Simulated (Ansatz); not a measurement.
A nudged elastic band was laid between two geometries of ClFSi + ClH (5 atoms, charge 0, multiplicity 1).

Theory: Ansatz, RKS PBE0-D4/def2-SVP.

| Property | Result |
| --- | --- |
| movable images | 7 |
| climbing image | yes |
| spring | 5.0 eV/Å² |
| optimiser | quadratic models (default) |
| start path | through a guess of the saddle point |
| force threshold | 0.03 eV/Å |
| iteration limit | 60 |
| end points | relaxed |

First end point:

```xyz
5
Properties=species:S:1:pos:R:3
Si 1.080 0.579 0.077
F 0.906 0.815 -1.528
H -0.603 -2.246 0.597
Cl -0.098 2.156 0.813
Cl -1.285 -1.304 0.041
```

Last end point:

```xyz
5
Properties=species:S:1:pos:R:3
Si 0.829 0.310 0.832
F 0.483 -0.349 -1.356
H -0.236 -0.895 -1.090
Cl -0.291 2.058 0.558
Cl -0.785 -1.124 1.056
```

Which bonds break or form, and what moves?

Bonds broken: Si1–F2, H3–Cl5. Bonds formed: Si1–Cl5, F2–H3. ClFSi + ClH becomes Cl2Si + FH.

What energy profile does the band end with?

It converged. The highest image is number 7 of 0 to 8, 0.41 eV above the first end and 0.25 eV above the last; the last end lies 0.15 eV above the first. A structure lower than the first end lies on the path between it and the top, so the climb from that side starts below the end, which may itself be a saddle point or a shallow side well. A vibrational analysis at the climbing image gives one clearly imaginary mode, 590i cm⁻¹: a first-order saddle point. The orbitals stay closed-shell, which can raise the energy where a bond breaks towards radicals; this wasn't checked here.

| image | path coordinate (Å) | energy (eV) | Si1–F2 (Å) | H3–Cl5 (Å) | Si1–Cl5 (Å) |
| --- | --- | --- | --- | --- | --- |
| 0 | 0.00 | 0.00 | 1.63 | 1.29 | 3.02 |
| 1 | 0.45 | 0.00 | 1.63 | 1.29 | 3.01 |
| 2 | 0.91 | -0.01 | 1.63 | 1.29 | 3.01 |
| 3 | 1.36 | -0.02 | 1.64 | 1.29 | 3.03 |
| 4 | 1.81 | -0.05 | 1.64 | 1.29 | 3.03 |
| 5 | 2.26 | -0.07 | 1.65 | 1.29 | 2.98 |
| 6 | 2.72 | 0.06 | 1.70 | 1.32 | 2.72 |
| 7 | 3.17 | 0.41 | 1.87 | 1.53 | 2.44 |
| 8 | 3.87 | 0.15 | 2.31 | 2.23 | 2.17 |

What is the geometry of the highest image?


```xyz
5
Properties=species:S:1:pos:R:3
Si 0.927 0.334 0.579
F 0.510 -0.198 -1.165
H -0.303 -0.883 -0.661
Cl -0.262 2.052 0.548
Cl -0.871 -1.304 0.699
```

Run time: 7.2 min on 1 thread of Arm Neoverse N1, with other jobs on the host, peak memory 0.14 GiB.
